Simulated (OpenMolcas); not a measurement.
Re6+ with 6 ligands (fluoride) in octahedral coordination (Oh) at 1.95 Å. Ligand basis ANO-RCC-VDZP.

```json
{
 "Program": "OpenMolcas",
 "Method": "CASSCF",
 "Basis": "ANO-RCC-VTZP [8s7p5d3f2g1h]",
 "Scalar Hamiltonian": "DKH2, point nucleus",
 "Active space": "1 electron in 5 orbitals (5d)",
 "State averaging": "2S+1 = 2 even, 5 roots",
 "Spin-orbit coupling": "RASSI with atomic mean-field integrals over the reference wave functions"
}
```

**Question.** What is the spin-free ground state (labels of O, the rotations of Oh)?

**Answer.** 2T2, 3-fold in its orbital part; it has the highest spin that d1 allows.

**Question.** Where is the first state of the same spin?

**Answer.** 2E at 38100 cm-1 above the ground state.

**Question.** What are the lowest two levels with spin-orbit coupling?

**Answer.** A 4-fold level Γ8, then a 2-fold level 5302 cm-1 above it. Their leading multiplicities are 2 (100 %) and 2 (100 %).

**Question.** What is χT at 300 K, and how does it compare with the textbook value?

**Answer.** The lowest level has 2S+1 = 2, for which the spin-only value is χT = S(S+1) / 2 = 0.375 cm3 K/mol (g = 2). The computed 0.031 at 300 K differs by -0.344, through orbital momentum, spin-orbit coupling and any other state in reach. With a threefold ground state the orbital momentum is unquenched, so the spin-only value is not expected to hold.

**Question.** Which ligand-field parameters describe the states?

**Answer.** The gap between the two states is 10Dq = 38131 cm-1. 

An orbital triplet at a regular site is open to Jahn-Teller coupling, which can distort the site and quench the lowest spin-orbit gaps and is left out. The least metal-like active orbital is 66 % on the metal (Löwdin) and no ligand orbital is active, so the numbers are rough. With metal d orbitals alone the field can be off either way by tens of per cent. Ligand-to-metal charge-transfer states are missing. The distance lies 5 % over the 1.86 Å that this model takes as the normal distance (a Shannon-type radius plus a fixed donor radius); by an R⁻⁵ law this alone changes a d-shell field by about -21 %. No measured value stands beside these numbers; the geometry is a model, was not optimised and need not be the one that this ion takes.
